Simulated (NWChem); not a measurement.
System: C₂H₃FN₂Si; SMILES N#C/N=C\[SiH2]F

Input file for NWChem:

```
start job
memory heap 200 mb stack 900 mb global 1100 mb
geometry units angstroms noautosym nocenter noautoz
  N      0.958013     2.700917    -0.000771
  C      0.029217     1.991522    -0.000361
  N     -1.110274     1.277664    -0.000092
  C     -1.057801    -0.012076     0.000371
  Si     0.513332    -1.096652     0.000580
  F     -0.020068    -2.619169    -0.002865
  H     -2.036573    -0.503541     0.000638
  H      1.291609    -0.836178     1.232279
  H      1.295076    -0.831616    -1.227907
end
basis spherical
  * library 6-31g*
end
dft
  xc b3lyp
  iterations 150
end
cosmo
  do_cosmo_smd true
  solvent dmso
end
task dft energy
```

Parts of the log:

```
             Northwest Computational Chemistry Package (NWChem) 7.3.0
             --------------------------------------------------------

                             Geometry "geometry" -> ""
                             -------------------------

 Output coordinates in angstroms (scale by  1.889725989 to convert to a.u.)

  No.       Tag          Charge          X              Y              Z
 ---- ---------------- ---------- -------------- -------------- --------------
    1 N                    7.0000     0.95801300     2.70091700    -0.00077100
    2 C                    6.0000     0.02921700     1.99152200    -0.00036100
    3 N                    7.0000    -1.11027400     1.27766400    -0.00009200
    4 C                    6.0000    -1.05780100    -0.01207600     0.00037100
    5 Si                  14.0000     0.51333200    -1.09665200     0.00058000
    6 F                    9.0000    -0.02006800    -2.61916900    -0.00286500
    7 H                    1.0000    -2.03657300    -0.50354100     0.00063800
    8 H                    1.0000     1.29160900    -0.83617800     1.23227900
    9 H                    1.0000     1.29507600    -0.83161600    -1.22790700

 Effective nuclear repulsion energy (a.u.)     252.8689806563

                                 NWChem DFT Module
                                 -----------------

 Summary of "ao basis" -> "ao basis" (spherical)
 ------------------------------------------------------------------------------
       Tag                 Description            Shells   Functions and Types
 ---------------- ------------------------------  ------  ---------------------
 N                           6-31g*                  6       14   3s2p1d
 C                           6-31g*                  6       14   3s2p1d
 Si                          6-31g*                  8       18   4s3p1d
 F                           6-31g*                  6       14   3s2p1d
 H                           6-31g*                  2        2   2s

 in cosmo_initialize ...
 calling solv_data for solv:dmso

 solvent parameters
 solvname_short: dmso
 solvname_long:  dimethylsulfoxide
 dielec:       46.8260
 dielecinf:     2.0079
 nonaqueous SMD model solvent descriptors
 dielec:       46.8260
 sola:          0.0000
 solb:          0.8800
 solc:          0.0000
 solg:         61.7800
 solh:          0.0000
 soln:          1.4170

[...]

                                COSMO-SMD solvation results
                                ---------------------------

             internal energy in gas <Psi(g)|H|Psi(g)> =      -576.845515502807
         internal energy in solvent <Psi(s)|H|Psi(s)> =      -576.842815778709
                               delta internal energy  =         0.002699724098 (    1.69 kcal/mol)
   total free energy in solvent <Psi(s)|H+V/2|Psi(s)> =      -576.856967669176
 polarization energy contribution <Psi(s)|V/2|Psi(s)> =        -0.014151890467 (   -8.88 kcal/mol)
    total free energy in solvent including G(SMD-CDS) =      -576.854450568834
                       G(SMD-CDS) energy contribution =         0.002517100342 (    1.58 kcal/mol)
     1 M fixed-concentration free energy of solvation =        -0.008935066027 (   -5.61 kcal/mol)

                       DFT Final Molecular Orbital Analysis
                       ------------------------------------

 Vector   24  Occ=2.000000D+00  E=-3.580450D-01
              MO Center=  8.1D-01, -8.0D-01,  6.4D-02, r^2= 3.4D+00
   Bfn.  Coefficient  Atom+Function         Bfn.  Coefficient  Atom+Function
  ----- ------------  ---------------      ----- ------------  ---------------
    65      0.340842  5 Si pz                79     -0.283345  6 F  pz
    92      0.280932  8 H  s                 94     -0.261981  9 H  s
    91      0.227305  8 H  s                 83     -0.215340  6 F  pz
    93     -0.204345  9 H  s                 61     -0.137648  5 Si pz
     5     -0.124795  1 N  pz                19     -0.124468  2 C  pz

 Vector   25  Occ=2.000000D+00  E=-3.197192D-01
              MO Center=  5.1D-02,  1.5D+00, -8.9D-05, r^2= 3.2D+00
   Bfn.  Coefficient  Atom+Function         Bfn.  Coefficient  Atom+Function
  ----- ------------  ---------------      ----- ------------  ---------------
     5      0.391045  1 N  pz                33     -0.279135  3 N  pz
    47     -0.272258  4 C  pz                19      0.254755  2 C  pz
     9      0.252499  1 N  pz                37     -0.197314  3 N  pz
    51     -0.176777  4 C  pz                23      0.143544  2 C  pz
    92      0.107665  8 H  s                 94     -0.107715  9 H  s

 Vector   26  Occ=2.000000D+00  E=-2.845448D-01
              MO Center= -5.5D-01,  1.1D+00, -6.9D-05, r^2= 3.5D+00
   Bfn.  Coefficient  Atom+Function         Bfn.  Coefficient  Atom+Function
  ----- ------------  ---------------      ----- ------------  ---------------
    31      0.357928  3 N  px                35      0.262291  3 N  px
     4      0.258598  1 N  py                32     -0.218349  3 N  py
    63      0.219260  5 Si px                34     -0.209265  3 N  s
    45     -0.199377  4 C  px                 8      0.186403  1 N  py
    36     -0.180763  3 N  py                17     -0.159187  2 C  px

 Vector   27  Occ=0.000000D+00  E=-9.402132D-02
              MO Center= -6.0D-01,  6.3D-01,  8.3D-05, r^2= 3.1D+00
   Bfn.  Coefficient  Atom+Function         Bfn.  Coefficient  Atom+Function
  ----- ------------  ---------------      ----- ------------  ---------------
    51      0.465629  4 C  pz                47      0.440888  4 C  pz
    37     -0.348913  3 N  pz                33     -0.326649  3 N  pz
     5      0.248376  1 N  pz                 9      0.242251  1 N  pz
    92     -0.204813  8 H  s                 94      0.204410  9 H  s
    69      0.170694  5 Si pz                19     -0.140093  2 C  pz

[...]
```

Level: B3LYP/6-31G* (spherical d), SMD on the gas-phase geometry. The geometry was optimised at B3LYP/6-31G* (spherical d). Solvent: dimethyl sulfoxide.
